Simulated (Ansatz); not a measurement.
A run for Ansatz (a first-principles code): R-PBE/def2-TZVPP on NH3 (SMILES N).

Ansatz 0.2 input:
```yaml
crystal:
  periodic: [false, false, false]
  atoms:
    - {symbol: N, position_ang: [0.00000000, -0.00002166, 0.27906864]}
    - {symbol: H, position_ang: [-0.00000000, 0.94280068, -0.09306197]}
    - {symbol: H, position_ang: [0.81651180, -0.47143951, -0.09305334]}
    - {symbol: H, position_ang: [-0.81651180, -0.47143951, -0.09305334]}
basis:
  gaussian:
    orbitals: def2-TZVPP
hamiltonian:
  xc: {name: PBE}
scf: {lower_state_search: off}
```

**Question.** Give the final energy of this run.

**Answer.** -56.5106 hartree.
